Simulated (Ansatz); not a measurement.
HCl+, multiplicity 2 (lowest of 2S+1 = 2, 4 at CCSD(T)/def2-TZVPP on PBE0 minima; our sources give no spin for the ground state, which may be another), most abundant isotopes (1.0078 and 34.9689 u). Constants from fifth-degree fits in 1/R to seven points on the lowest solution found; no spin–orbit coupling, no relativity up to Kr; ω_e x_e and α_e move by some per cent with the fit.

Frozen-core correlation. CBS(a, b) extrapolates the correlation energy as X⁻³ and adds the Hartree–Fock energy of set b.

Codes used: Ansatz (Gaussian orbitals). Each number belongs to the level named beside it.

| level | r_e (Å) | ω_e (cm⁻¹) | ω_e x_e (cm⁻¹) | α_e (cm⁻¹) |
|---|---|---|---|---|
| PBE/def2-TZVPP | 1.3326 | 2571.6 | 54.5 | 0.328 |
| CCSD(T)/CBS(aug-cc-pV(Q+d)Z, aug-cc-pV(5+d)Z) | 1.3154 | 2685.1 | 54.7 | 0.324 |

Task: Predict ω_e, ω_e x_e, B_e and the fall in zero-point energy on putting deuterium (2.014102 u) for H, at CCSD(T)/CBS(aug-cc-pV(Q+d)Z, aug-cc-pV(5+d)Z).

Result: 
The curve stays; ρ = √(μ_H/μ_D) = √(0.97959/1.90441) = 0.71720. ω_e scales with ρ: 1926 cm⁻¹; ω_e x_e and B_e with ρ²: 28.2 and 5.116 cm⁻¹. The zero-point energy falls by 373 cm⁻¹, by which D₀ of the deuteride is larger.

Ansatz is a quantum-chemistry and plane-wave program.
